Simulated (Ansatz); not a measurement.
Consider the cleavage of the Ge–P bond: `[PH2][GeH2][SH]` + HCl → `[SH][GeH2][Cl]` + PH₃.

Isolated molecules relaxed with PBE0-D4/def2-TZVP in Ansatz; ΔE leaves out vibrations. CBS: MP2 limit from def2 TZ/QZ plus the TZ coupled-cluster correction, frozen cores. This one scheme is used for every species. DFT in def2-TZVPP. HSE06 is defined as in plane-wave codes. For Ge outer-core shells are correlated without core-valence functions, which leaves a few kJ/mol of doubt a bond. Scalar relativity is left out up to krypton. One conformer a species, not always the lowest.

| level | ΔE (kJ/mol) |
| --- | --- |
| r2SCAN0 | -49.6 |
| HSE06 | -46.3 |
| CAM-B3LYP | -55.3 |
| HF/def2-SVP | -69.6 |

Task: What does CCSD(T)/CBS give? (An estimate is asked.)

Result: The calculation gave: -45.9 kJ/mol. The listed levels differ from it by -3.7, -0.4, -9.4, -23.7 kJ/mol.

Largest T1 diagnostic among the species: 0.013.

From BLYP to BHLYP (50 % exact exchange), in def2-TZVPP and without D4, ΔE moves by −6.3 kJ/mol. At CCSD(T), def2-SVP lies −6.4 kJ/mol from the extrapolated value and def2-TZVPP −1.0 kJ/mol. Leaving LDA and LC-ωPBE aside and taking each functional with its dispersion term where it has one, the values, not all of them listed here, spread over 13.3 kJ/mol, from BHLYP-D4 to PBE-D4. LDA lies +4.6 kJ/mol from PBE without D4.
